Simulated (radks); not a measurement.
The numbers below are computed, except where a source is named.
Fractional charge and spin in the 3s shell of magnesium: the spin-up occupation runs from 0 to 1 and the spin-down occupation from 0 to 1; the fullest corner is Mg, [Ne] 3s(up 1, down 1). Code: a radial shooting solver on a logarithmic mesh with Libxc functionals. Model: non-relativistic Kohn-Sham, PBE, spin-polarised, spherical densities, point nucleus. Energy (eV) minus the two flat planes that join the four corners (they meet along the diagonal where the two added fractions sum to one electron); zero is where a piecewise linear energy would lie.

down \ up,0,0.5,1
0,0.000,-0.861,0.000
0.5,-0.861,0.337,-0.736
1,0.000,-0.736,0.000

Corners above the fullest one (they belong to Mg+ and the next ion): (up 1, down 0) 7.612 eV, (up 0, down 1) 7.612 eV, (up 0, down 0) 22.949 eV. With half an added electron in each spin the energy lies 0.337 eV from the planes (fractional-spin error, the static-correlation error of a stretched bond), and with half an added electron in spin up alone -0.861 eV (fractional-charge error). For a frontier s shell over closed shells the exact functional lies on the planes.
